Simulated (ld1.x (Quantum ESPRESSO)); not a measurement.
## Before and after: TM potential for thallium (Tl)

```
Element                 : Tl (Z = 81)
Generator               : ld1.x (Quantum ESPRESSO) 7.5
Type                    : norm-conserving Troullier–Martins (Kleinman–Bylander form)
Functional              : PBE
Relativity              : scalar-relativistic
Frozen core             : [Xe] 4f14 5d10
Valence charge          : 3
Reference configuration : 6s1 6p0 (charge +2)
Partial waves           : 6p (bound, empty): rc 2.30 bohr; 6s (bound): rc 1.65 bohr
Local potential         : the s channel
Core correction         : none
```

All-electron outer shells of the reference configuration (PBE, scalar-relativistic, ld1.x):

```tsv
shell	level (eV)	outermost node (bohr)	outermost maximum (bohr)
6s	-25.37	1.04	2.00
6p	-16.03	1.22	2.54
```

Change: all radii scaled by about 1.23 (s 2.02, p 2.82 bohr).

Cutoffs: the cutoffs (Ry, on a coarse ladder) from which the occupation-weighted sum of valence levels, in a spherical-Bessel basis at the reference potential, stays within 10 and 1 mRy of its value at 400 Ry; they do not see the model core or the augmentation charge, which bear on the density cutoff. Errors are all-electron minus pseudo energies relative to the spin-unpolarised reference configuration.

Q: What does the change do?

A: The potential gets softer (30 Ry and 80 Ry → 18 Ry and 30 Ry); the errors of the 7 common tests hardly move; neither file shows a bound ghost. A larger radius leaves more room for a smooth pseudo-wave, so fewer plane waves are needed.

| quantity | base | changed |
| --- | --- | --- |
| cutoff, loose | 30 Ry | 18 Ry |
| cutoff, tight | 80 Ry | 30 Ry |
| bound ghosts | none | none |
| error for 6s2 6p1, meV [ΔE -25.95 eV] | +447 | +443 |
| error for 6s2 6p0, meV [ΔE -20.78 eV] | +180 | +182 |
| error for 6s2 6p0.5, meV [ΔE -24.09 eV] | +313 | +312 |
| error for 6s1 6p1, meV [ΔE -12.50 eV] | +227 | +224 |
| error for 6s2 6p1.3, meV [ΔE -26.44 eV] | +511 | +506 |
| error for 6s0 6p3, meV [ΔE -10.74 eV] | +823 | +808 |
| error for 6s1 6p2, meV [ΔE -18.54 eV] | +558 | +552 |
